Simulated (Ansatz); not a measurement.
```yaml
crystal:
  periodic: [false, false, false]
  atoms:
    - {symbol: C, position_ang: [0.461697, 1.613212, 1.130964]}
    - {symbol: C, position_ang: [-0.362799, 0.535028, 0.576956]}
    - {symbol: C, position_ang: [0.076021, -1.224977, 0.727110]}
    - {symbol: In, position_ang: [-0.264941, -0.848223, -1.785537]}
    - {symbol: Cl, position_ang: [-2.373472, -1.089420, -2.643389]}
    - {symbol: H, position_ang: [1.765457, 1.481268, 0.981308]}
    - {symbol: H, position_ang: [0.236920, 2.592559, 1.285543]}
    - {symbol: H, position_ang: [-1.365906, 0.546979, 0.670021]}
    - {symbol: H, position_ang: [-0.597235, -1.368026, 0.925716]}
    - {symbol: H, position_ang: [0.941829, -1.115334, 0.875033]}
    - {symbol: H, position_ang: [1.101946, -0.950359, -3.144152]}
basis:
  gaussian: {orbitals: def2-mTZVP}
hamiltonian: {xc: {name: CAM-B3LYP}, dispersion: d3bjatm}
outputs: {forces: true}
```

```sh
$ ansatz run in.yaml --threads 4 --pin off --events-out ev --progress --plain --max-ram 10444MiB
```

Q: How does Ansatz answer? (Estimate.)

A: Computed: The input was rejected before any iteration.
```
Error: YAML parse error: error: line 18 column 1: unknown field `outputs`, expected one of crystal, accuracy, basis, kpoints, hamiltonian, magnetization, projection, total_charge, correlation, batch, efield, external_charges, scf, relax, neb, saddle, md, ramp, phonons, dielectric, real_time, elastic, magnetic_configurations, gw, evaluate, workflow, output, checkpoint, execution
16 |   gaussian: {orbitals: def2-mTZVP}
17 | hamiltonian: {xc: {name: CAM-B3LYP}, dispersion: d3bjatm}
18 | outputs: {forces: true}
```
